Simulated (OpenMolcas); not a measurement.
Pd2+ in KCdF3

Pd2+ with its 6 nearest fluoride ions at 2.163 Å, on the Cd site of idealised cubic KCdF3 (a = 4.302 Å, distance in the model lattice 2.151 Å). The rest of the host is ab initio model potentials to 7.6 Å, with orthogonalisation functions on the cations behind the ligands, and point charges beyond; the distance is set by hand and nothing relaxes. Ligand basis ANO-RCC-VDZP.

| Quantity | Value |
| --- | --- |
| Program | OpenMolcas 26.06 |
| Method | SS-CASPT2, IPEA 0.25 Eh, imaginary shift 0.1 Eh (closed shells correlated: 4s 4p and the ligand valence shells) |
| Basis | ANO-RCC-VTZP [7s6p4d2f1g] |
| Scalar Hamiltonian | DKH2, point nucleus |
| Active space | 8 electrons in 5 orbitals (4d) |
| State averaging | 2S+1 = 3 even, 10 roots; 2S+1 = 1 even, 15 roots |
| Spin-orbit coupling | state interaction with AMFI integrals over the reference wave functions |

The lowest spin-free states (labels of O, the rotations of Oh), above the lowest:

```
State  Degeneracy  E (cm-1)  Free-ion L (%)
  3A2           1         0         F (100)
   1E           2      9390          D (74)
  3T2           3     13840         F (100)
  1A1           1     17760          G (90)
  3T1           3     19830          F (81)
  1T2           3     23570          D (80)
  1T1           3     27130         G (100)
  3T1           3     30000          P (81)
   1E           2     39700          G (74)
  1T2           3     39780          G (80)
  1A1           1     56370          S (90)
```

The lowest levels with spin-orbit coupling:

```
E (cm-1)  Degeneracy  Label      2S+1
       0           3     T2         3
    8930           2      E  1 (89 %)
   13460           3     T1         3
   13540           2      E         3
   14420           3     T2         3
   14950           1     A2         3
   16640           1     A1  1 (57 %)
   19640           3     T1         3
   20050           1     A1  3 (57 %)
   21070           3     T2         3
   21650           2      E         3
   23370           3     T2  1 (87 %)
   27630           3     T1         1
   30220           2      E         3
   30800           3     T2  3 (89 %)
   30870           3     T1         3
   30870           1     A1         3
   40310           2      E         1
   40370           3     T2         1
   57200           1     A1         1
```

Powder χT (cm3 K/mol): 1.36 at 2 K, 1.36 at 10 K, 1.37 at 50 K, 1.38 at 100 K, 1.39 at 200 K, 1.4 at 300 K. The effective moment at 300 K is 2.828 √(χT) = 3.35 μB.

The lowest level has 2S+1 = 3, for which the spin-only value is χT = S(S+1) / 2 = 1.000 cm3 K/mol (g = 2). The computed 1.400 at 300 K differs by +0.400, through orbital momentum, spin-orbit coupling and any other state in reach.

Roots that are degenerate in the reference are averaged as groups; the widest CASPT2 spread within a group is 380 cm-1 (the 3-fold group of multiplicity 3 near 30000 cm-1 above the lowest state of its run). Shifts and gaps below about the spread of the groups concerned are not significant. Over all roots computed the reference weight is 0.71 to 0.72; a low but even weight reflects the number of correlated electrons. Real 4d8 and 5d8 ions are as a rule square planar and diamagnetic. Ligand-to-metal charge-transfer states are missing. With no ligand orbital active B as a rule stays too high, so bands that hang on it stand too high and its fall with covalency is understated. With one d shell and no ligand orbital active, 10Dq can be off by a tenth or more. Free-ion shares, where given, are those of the reference states; single-state CASPT2 does not remix them. No measured value stands beside these numbers; the geometry was set by hand and not optimised.

The CASPT2 steps took 120 s on 1 thread of Arm Neoverse V2, with other jobs on the host; the integral step is not counted.
